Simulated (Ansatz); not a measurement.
Several settings on one geometry of NbO2⁻ (the lowest singlet isomer of a short search) (that of the charge -1 singlet, r2SCAN-D4/def2-TZVPD). Ansatz on 4 threads of Arm Neoverse V2 on a shared host; times are rough.

```csv
atom,x (Å),y (Å),z (Å)
Nb1,-0.538,0.452,-0.013
O2,-0.615,-1.278,-0.007
O3,1.153,0.826,0.021
```

Totals from different functionals, basis sets or treatments of relativity can't be compared as stabilities.

DK, ANO-RCC and x2c sets are all-electron and run with scalar relativity unless a key says otherwise. In the def2 sets Nb takes a core potential; there is no spin–orbit coupling. Correlated methods freeze 2 core orbitals; core or outer-core shells of Nb are correlated, in sets that lack core-valence functions.

(1) Give the basis size and estimate the energy, ⟨S²⟩ and time of these runs.

```tsv
run	method	charge	state	further keys
1	RKS PBE0/cc-pVTZ-DK	-1	singlet	forces asked
2	RHF, ccsd/def2-SVP	-1	singlet	pseudopotentials: {relativity: none}; accuracy: high; scf: {lower_state_search: off}
3	RKS r2SCAN50-D4/def2-mTZVPP	-1	singlet	final_grid: {core_spheres: 20, valence_spheres: 16, degree: 47}; scf: {omitted_lower_state_checks: [starts]}; forces asked
```

Results:

(1) 
```
run  functions  energy (Eh)  ⟨S²⟩  wall time
  1        137   -3969.6871     –      2.1 s
  2         59    -206.6922     –      1.2 s
  3         81    -207.3496     –      1.6 s
```

The highest occupied level of an anion often lies above zero with these methods, and sets without diffuse functions describe the outer electron poorly. The restricted singlet is unstable towards broken spin symmetry at other levels; at RKS PBE0/cc-pVTZ-DK, RHF, ccsd/def2-SVP, RKS r2SCAN50-D4/def2-mTZVPP this wasn't settled.
